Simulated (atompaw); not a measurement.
# Scattering properties, PAW (atompaw) potential for Mg

```
Element                 : magnesium
Generator               : atompaw 4.2.0.5
Type                    : PAW
Functional              : LDA (PW92)
Relativity              : scalar-relativistic
Frozen core             : [He]
Valence charge          : 10
Reference configuration : 2s2 2p6 3s2 3p0
Partial waves           : 2s (bound): rc 0.80 bohr; 3s (bound): rc 1.10 bohr; 2p (bound): rc 0.80 bohr; 3p (bound, empty): rc 1.10 bohr
Local potential         : troulliermartins scheme with l = 2 at 0 Ry, radius 1.00 bohr
Core correction         : smooth core density matched at 0.90 bohr
Augmentation charge     : sinc compensation charge, radius 0.85 bohr; PAW radius 1.10 bohr; waves and projectors: custom rrkj vanderbiltortho
```

The phase is arctan(r·u′/u) with u = r·R(r), unwrapped; energies in Ry, scanned from -8 to 5 Ry. A pole is an energy at which the radial function vanishes at the test radius. The pseudo phase is shifted by a multiple of π to meet the all-electron one at the reference energy, and phase errors are pseudo minus all-electron; the curves can meet again beyond the range given. Levels narrower than the energy grid can be missing from the lists of poles.

**Question.** For each channel, where are the poles, and over which energies does the pseudopotential scatter like the atom?

**Answer.**

```csv
channel,radius (bohr),reference energy (Ry),"poles, all-electron","poles, pseudo",unbroken range about the reference energy with phases within 0.05 rad,phase error 1 Ry above the reference energy (rad)
s,1.10,-0.35,-3.63,-3.63,the whole range,-0.000
p,1.10,-0.10,-1.56,-1.56,the whole range,+0.000
```

Phases in the s channel:

```json
{"E (Ry)": "-8.00", "all-electron": "0.696", "pseudo": "0.696"}
{"E (Ry)": "-7.52", "all-electron": "0.427", "pseudo": "0.427"}
{"E (Ry)": "-7.04", "all-electron": "-0.011", "pseudo": "-0.012"}
{"E (Ry)": "-6.56", "all-electron": "-0.546", "pseudo": "-0.546"}
{"E (Ry)": "-6.08", "all-electron": "-0.954", "pseudo": "-0.954"}
{"E (Ry)": "-5.60", "all-electron": "-1.199", "pseudo": "-1.199"}
{"E (Ry)": "-5.12", "all-electron": "-1.348", "pseudo": "-1.348"}
{"E (Ry)": "-4.64", "all-electron": "-1.446", "pseudo": "-1.446"}
{"E (Ry)": "-4.16", "all-electron": "-1.514", "pseudo": "-1.514"}
{"E (Ry)": "-3.68", "all-electron": "-1.566", "pseudo": "-1.566"}
{"E (Ry)": "-3.20", "all-electron": "-1.607", "pseudo": "-1.607"}
{"E (Ry)": "-2.72", "all-electron": "-1.640", "pseudo": "-1.640"}
{"E (Ry)": "-2.24", "all-electron": "-1.669", "pseudo": "-1.669"}
{"E (Ry)": "-1.76", "all-electron": "-1.694", "pseudo": "-1.694"}
{"E (Ry)": "-1.28", "all-electron": "-1.717", "pseudo": "-1.717"}
{"E (Ry)": "-0.80", "all-electron": "-1.738", "pseudo": "-1.738"}
{"E (Ry)": "-0.32", "all-electron": "-1.758", "pseudo": "-1.758"}
{"E (Ry)": "0.16", "all-electron": "-1.778", "pseudo": "-1.778"}
{"E (Ry)": "0.64", "all-electron": "-1.798", "pseudo": "-1.798"}
{"E (Ry)": "1.12", "all-electron": "-1.817", "pseudo": "-1.817"}
{"E (Ry)": "1.60", "all-electron": "-1.838", "pseudo": "-1.838"}
{"E (Ry)": "2.08", "all-electron": "-1.859", "pseudo": "-1.859"}
{"E (Ry)": "2.56", "all-electron": "-1.881", "pseudo": "-1.881"}
{"E (Ry)": "3.04", "all-electron": "-1.904", "pseudo": "-1.905"}
{"E (Ry)": "3.52", "all-electron": "-1.930", "pseudo": "-1.931"}
{"E (Ry)": "4.00", "all-electron": "-1.958", "pseudo": "-1.959"}
{"E (Ry)": "4.48", "all-electron": "-1.990", "pseudo": "-1.991"}
{"E (Ry)": "4.96", "all-electron": "-2.025", "pseudo": "-2.027"}
```
